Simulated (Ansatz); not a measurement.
Molecule: WH, charge 0, multiplicity 4. The spin state was set by rule; other spins were not relaxed. 
Structure (B3LYP-D3(BJ)/def2-TZVP (Ansatz, a quantum-chemistry and plane-wave program) minimum search):
```xyz
2

W      0.0000     0.0000    -0.0225
H      0.0000     0.0000     1.6683
```
Charge 0, spin multiplicity 4.

Total electronic energies in hartree. Valence correlation only, unless marked. Open shells are spin-unrestricted. No spin-orbit coupling. The frozen core is the preceding noble-gas configuration, with the filled d and f shells of earlier blocks. Past Kr the def2 sets carry scalar-relativistic core potentials.  The program attaches cautions to a run behind CCSD/def2-QZVPP: other amplitudes. The program attaches cautions to a run behind CCSD(T)/def2-QZVPPD: other amplitudes.

The UHF reference is spin-contaminated (<S^2> 1.02 over the pure value in the largest basis). The Hartree-Fock reference is unstable (checked in the largest basis), which strains HF and MP2. The T1 diagnostic of CCSD in the largest basis is 0.056, which is high, so the coupled-cluster rows are less sure than usual.

```csv
level,program,energy (Eh)
PBE0-D3(BJ)/def2-TZVPD,Ansatz + dftd3,-67.50319
PBE0/def2-TZVP,Ansatz,-67.50272
r2SCANh-D4/def2-TZVPD,Ansatz + dftd4,-67.53319
CAM-B3LYP/def2-TZVPD,Ansatz,-67.45904
PBE-QIDH/def2-TZVPD,Ansatz,[?]
RI-MP2/def2-QZVPPD,Ansatz,[?]
CCSD/def2-QZVPP,Ansatz,[?]
CCSD(T)/def2-QZVPPD,Ansatz,-67.04148
```

Problem. What belongs in the gaps?

Solution. 
- PBE-QIDH/def2-TZVPD, energy (Eh): -67.29956
- RI-MP2/def2-QZVPPD, energy (Eh): -66.99860
- CCSD/def2-QZVPP, energy (Eh): -67.01097
